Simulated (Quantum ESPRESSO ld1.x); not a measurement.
Results of a calculation; reference values are marked as such.
Question: These are the eigenvalues of the occupied orbitals of an atom or ion with whole-number occupations (eV). Level of theory: Dirac Kohn-Sham, LDA (Slater exchange, VWN5 correlation), spin-unpolarised, spherical densities, point nucleus (ld1.x of Quantum ESPRESSO 7.5).

orbital  eigenvalue
1s1/2      -57271.7
2s1/2      -9628.90
2p1/2      -9174.81
2p3/2      -8258.92
3s1/2      -2167.78
3p1/2      -1968.19
3p3/2      -1775.89
3d3/2      -1433.49
3d5/2      -1391.42
4s1/2      -438.452
4p1/2      -358.737
4p3/2      -315.281
4d3/2      -183.893
4d5/2      -176.000
5s1/2      -66.4711
5p1/2      -44.8870
5p3/2      -39.4330
4f5/2      -18.2872
4f7/2      -17.1993

Which element is it, and in what charge state? The configuration may be excited. Open shells, if any, fill j = l - 1/2 first.

Answer: Z = 68, erbium, charge +2: Er2+ in [Xe] 4f12. The list shows which subshells hold electrons but not how many an open one holds; the 1s level, -2104.7 hartree, gives Z - s = 64.9 by -(Z - s)^2/2, which with screening and relativity narrows Z to a few neighbours, and the depths of the outer levels then fix element, charge and occupations together.
